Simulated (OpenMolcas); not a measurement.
## Worked example: vertical energy of the triplet above the singlet of InCl2F (SMILES [F][In]([Cl])[Cl])

InCl2F: 4 atoms, total charge 0, spin state singlet. SMILES: `[F][In]([Cl])[Cl]`. Geometry: relaxed at PBE0-D4/def2-TZVP.

```xyz
4

F     0.2309    0.9921    1.6789
In    0.0191    0.0092    0.0356
Cl    1.2002   -1.9333   -0.1958
Cl   -1.3947    0.8717   -1.5390
```

Both states at this one shape; open shells run unrestricted unless said. 1 Eh = 27.2114 eV.

| level | program | singlet InCl2F (Eh) | triplet InCl2F (Eh) |
| --- | --- | --- | --- |
| HF/STO-3G | OpenMolcas | -6690.262393 | -6690.083086 |
| BLYP/def2-SVP (core potential) | OpenMolcas | -1210.059158 | -1209.900736 |
| M06-L/def2-SVP (core potential) | OpenMolcas | -1210.272135 | -1210.090243 |
| r2SCAN/def2-SVP (core potential) | OpenMolcas | -1210.098292 | -1209.924230 |

**Question.** Work out the vertical gap, second state less first, at each level.

**Answer.** 
1. HF/STO-3G: -6690.083086 − (-6690.262393) = 0.179307 Eh = 4.88 eV.
2. BLYP/def2-SVP (core potential): -1209.900736 − (-1210.059158) = 0.158422 Eh = 4.31 eV.
3. M06-L/def2-SVP (core potential): -1210.090243 − (-1210.272135) = 0.181892 Eh = 4.95 eV.
4. r2SCAN/def2-SVP (core potential): -1209.924230 − (-1210.098292) = 0.174062 Eh = 4.74 eV.

No measured value is set beside it here; the levels span 4.31 to 4.95 eV. Spin-orbit coupling, which splits open shells on such heavy atoms by tenths of an eV, is left out. Minimal sets are far from the basis-set limit. All-electron rows are non-relativistic unless named.
